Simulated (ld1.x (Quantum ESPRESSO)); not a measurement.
Results of a calculation; reference values are marked as such.
**Pseudopotentials across the periodic table**

Generated with ld1.x 7.5 (TM, RRKJ, ultrasoft, PAW), atompaw 4.2 or ONCVPSP 4.0.1. The cutoff is in Ry: for ld1.x and atompaw files where the sum of valence levels is converged to 10 mRy in a Bessel basis, for ONCV files where the hardest occupied wave has 1 mHa per electron of residual kinetic energy. The error is the largest all-electron minus pseudo excitation energy over each file’s own four to seven test configurations (ionisations up to +4, promotions, holes and added fractions of an electron), all of which were solved. The labels leave out finer settings (local radius, basis sizes, second energies), which also bear on the numbers. Spin-polarised tests are not counted. The rows are a selection from randomly drawn settings: files with unsolved tests, undetermined cutoffs or missed reference levels are left out.

A true bound ghost makes a file unfit for plane-wave use even where its test errors are small: the radial tests pick states by their node count and pass the ghost by.

```csv
element,potential,cutoff (Ry),largest error (meV),bound ghosts
C,"TM, Wu–Cohen, non-relativistic, rc 0.85/2.00 (sp), local smoothed, core correction yes, reference 2s2 2p2",80,+489,none
P,"ultrasoft, LDA (PZ), non-relativistic, rc 1.50/1.70/1.60 (spd), local smoothed, core correction no, reference 3s2 3p2.75",15,+116,none
Co,"TM semilocal, PBE, scalar-relativistic, rc 2.60/1.00/1.00/1.95 (spdf), local s, core correction no, reference 3p6 3d7 4s2 4p0",200,-69,none
Ru,"TM semilocal, PBE, scalar-relativistic, rc 2.20/3.40/1.70/3.40 (spdf), local p, core correction no, reference 4d6.5 5s0 5p0",50,-360,none
In,"TM, PBE, scalar-relativistic, rc 1.90/2.90 (sp), local s, core correction yes, reference 5s2 5p0.75",18,-197,none
```

Task: Fill in the row for Tm: TM, PBEsol, fully relativistic, rc 2.30/2.88/3.35/1.30 (spdf), local d, core correction no, reference 4f13 5d0 6s1.75 6p0.25.

Result: cutoff 260 Ry, largest error -923 meV, bound ghosts: s.
